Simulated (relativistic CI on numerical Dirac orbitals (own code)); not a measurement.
**Nb3+: L-alpha,beta X-ray emission**

Computed with this model: Dirac-Coulomb-Breit CI, orbitals from a KLI potential per configuration, QED by a radiative potential, valence Slater integrals scaled by 0.9, multiplet model of X-ray emission after core ionisation; configurations [Kr] 4d2 → [He] 2s2 2p5 3s2 3p6 3d10 4s2 4p6 4d2 → [Ar] 3d9 4s2 4p6 4d2; 300 K; Lorentzian 2 eV and Gaussian 0.6 eV FWHM. Energies are those of the free ion, without screening or charge transfer. S is read from ⟨S²⟩ = S(S + 1).

free ion: ground-state S = 0.99, centroid 2198.50 eV. Peaks (eV, height): 2167.6 (100), 2259.4 (49).

Strongest unbroadened transitions for free ion:

```
Energy (eV)  Relative strength
    2167.33               47.5
    2167.39                8.9
    2167.54               13.8
    2167.58              100.0
    2167.68               13.8
    2167.70               18.9
    2167.77               17.4
    2167.81               16.9
    2167.83               23.6
    2167.84               22.2
    2167.87               12.6
    2167.94               22.1
    2258.64                9.8
    2258.93               25.5
    2259.30               72.8
    2259.45               14.6
    2259.93               18.0
    2260.31               10.0
```
